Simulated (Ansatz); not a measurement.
This geometry of CH5BOS2 (10 atoms, charge 0, multiplicity 1) is a first-order saddle point.

The calculation used Ansatz, RHF/def2-SVP.

```xyz
10
Properties=species:S:1:pos:R:3
O 0.700 2.118 -0.348
B 1.182 1.133 0.401
S 1.203 -0.650 -0.219
C -0.442 -1.188 0.368
S -1.882 -0.508 -0.509
H 0.326 1.849 -1.175
H 1.614 1.400 1.483
H -0.443 -2.272 0.300
H -0.582 -0.926 1.415
H -1.593 -1.006 -1.713
```

**Question.** Which two structures does it join? (They come from a converged band through this point; their orientation in space is the band's.)

**Answer.** No bond is made or broken. The dihedral O1–B2–S3–C4 goes from -9 to -177°.

Initial state:

```xyz
10
Properties=species:S:1:pos:R:3
O 0.290 1.927 0.428
B 1.288 1.051 0.554
S 1.175 -0.765 0.309
C -0.591 -1.173 0.137
S -1.524 -0.356 -1.198
H -0.517 1.600 0.055
H 2.382 1.435 0.848
H -0.632 -2.250 0.006
H -1.127 -0.931 1.052
H -0.661 -0.589 -2.188
```

Final state:

```xyz
10
Properties=species:S:1:pos:R:3
O 2.059 1.824 0.369
B 0.955 1.074 0.490
S 0.879 -0.609 -0.221
C -0.832 -1.121 0.134
S -2.132 -0.336 -0.859
H 2.774 1.451 -0.124
H 0.022 1.513 1.095
H -0.860 -2.199 0.004
H -1.077 -0.903 1.170
H -1.705 -0.747 -2.055
```

**Question.** How far does it lie above each of them?

**Answer.** 10.2 kcal/mol above the first and 9.1 kcal/mol above the second. This is the barrier of this one path; another mechanism may lie lower.

Time of the run: 3.2 min on 1 thread of Intel(R) Xeon(R) Processor @ 2.70GHz, on a shared host, peak memory 0.22 GiB.
